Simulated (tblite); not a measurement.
Compound: C4H6F4O.
Numbering: `[CH3:1][C@@H:2]([F:3])[O:4][C@H:5]([F:6])[CH:7]([F:8])[F:9]` (hydrogens: H10, H11, H12 on C1; H13 on C2; H14 on C5; H15 on C7)

Computed with GFN2-xTB (tblite), gas phase: Langevin dynamics at 400 K from the optimised GFN2-xTB geometry, time step 0.5 fs, friction 0.01 fs⁻¹, 2000 steps.

Start geometry:
```
atom  x, y, z in Å
C1      2.360    0.504    0.238
C2      1.084   -0.187    0.666
F3      0.707    0.257    1.915
O4      0.070    0.135   -0.242
C5     -1.138   -0.482   -0.027
F6     -1.048   -1.816   -0.362
C7     -2.174    0.166   -0.958
F8     -3.386   -0.385   -0.756
F9     -2.286    1.476   -0.674
H10     2.174    1.571    0.157
H11     3.133    0.325    0.979
H12     2.672    0.117   -0.726
H13     1.200   -1.279    0.763
H14    -1.474   -0.443    1.021
H15    -1.897    0.050   -2.016
```

The statistics below take the 31 frames saved every 25 fs from 250 to 1000 fs; their kinetic temperature (all 3N coordinates) averages 408 K.

Q: How do the bond lengths spread?

A: 
```csv
bond,start (Å),mean (Å),standard deviation (Å),shortest (Å),longest (Å)
C1–C2,1.513,1.531,0.035,1.470,1.612
C2–F3,1.378,1.379,0.033,1.306,1.449
C2–O4,1.399,1.403,0.029,1.350,1.461
O4–C5,1.373,1.374,0.045,1.293,1.498
C5–F6,1.378,1.387,0.044,1.314,1.500
C5–C7,1.536,1.561,0.040,1.457,1.639
C7–F8,1.347,1.351,0.035,1.279,1.449
C7–F9,1.345,1.350,0.044,1.274,1.457
C1–H10,1.086,1.089,0.032,1.040,1.157
C1–H11,1.086,1.088,0.029,1.039,1.153
C1–H12,1.085,1.090,0.040,0.986,1.173
C2–H13,1.102,1.101,0.045,1.032,1.179
C5–H14,1.101,1.103,0.024,1.052,1.150
C7–H15,1.099,1.106,0.021,1.064,1.138
```

Q: Give the same statistics for bond angles, one of each kind among heavy atoms.

A: 
```
   angle  start (°)  mean (°)  standard deviation (°)  smallest (°)  largest (°)
C1–C2–F3      109.9     109.4                     3.6         102.8        116.2
C1–C2–O4      108.8     108.9                     3.9         100.5        118.7
F3–C2–O4      108.4     108.9                     3.3          99.0        115.0
C2–O4–C5      115.6     115.6                     2.9         109.4        122.4
O4–C5–F6      109.8     110.8                     3.5         102.5        119.1
O4–C5–C7      108.0     109.0                     3.7         101.1        115.1
F6–C5–C7      107.7     107.3                     3.6         101.1        115.0
C5–C7–F8      110.1     110.0                     3.3         103.0        116.2
C5–C7–F9      109.8     110.8                     4.1         102.5        119.9
F8–C7–F9      106.9     107.1                     4.1          98.0        115.7
```

Q: How far does each atom move about its mean position (frames aligned on the start, all atoms weighted alike), and what rms force does it feel?

A: 
```tsv
atom	rms displacement (Å)	rms force (eV/Å)
C1	0.11	2.09
C2	0.13	2.37
F3	0.32	1.11
O4	0.18	1.75
C5	0.08	2.09
F6	0.20	1.23
C7	0.09	2.07
F8	0.60	1.29
F9	0.61	1.56
H10	0.38	1.22
H11	0.45	1.08
H12	0.41	1.46
H13	0.32	1.53
H14	0.15	0.80
H15	0.57	0.82
```

The displacements run from 0.08 to 0.61 Å, the largest at F9.

Q: Follow the torsions C1–C2–O4–C5, C2–O4–C5–F6 and O4–C5–C7–F8 through every second one of these frames.

A: 
| t (fs) | C1–C2–O4–C5 (°) | C2–O4–C5–F6 (°) | O4–C5–C7–F8 (°) |
| --- | --- | --- | --- |
| 250 | 176 | -70 | -156 |
| 300 | 175 | -67 | -163 |
| 350 | 175 | -71 | -160 |
| 400 | 168 | -73 | -166 |
| 450 | 169 | -73 | -172 |
| 500 | -174 | -89 | 178 |
| 550 | -167 | -95 | -175 |
| 600 | -158 | -82 | -168 |
| 650 | 170 | -65 | -151 |
| 700 | 163 | -62 | -129 |
| 750 | 174 | -71 | -117 |
| 800 | 170 | -61 | -96 |
| 850 | -173 | -76 | -102 |
| 900 | -168 | -61 | -104 |
| 950 | -170 | -68 | -104 |
| 1000 | -171 | -59 | -84 |

Largest departure from the start value over all these frames: C1–C2–O4–C5 26° (start 176°), C2–O4–C5–F6 22° (start -72°), O4–C5–C7–F8 94° (start -178°).

Q: How widely does the potential energy scatter, against a harmonic estimate?

A: Mean 0.66 eV above the start, standard deviation 0.192 eV, range 0.28 to 1.10 eV. For 39 classical harmonic modes at 400 K the canonical values are 39kT/2 = 0.67 eV and kT·√(39/2) = 0.152 eV.

The run is classical and short, so these are rough statistics of one trajectory.

What follows is the cost of the whole dynamics run. Hardware: Arm Neoverse V1, one thread (shared host). Cost: 11 s wall, 0.19 GiB resident at most.
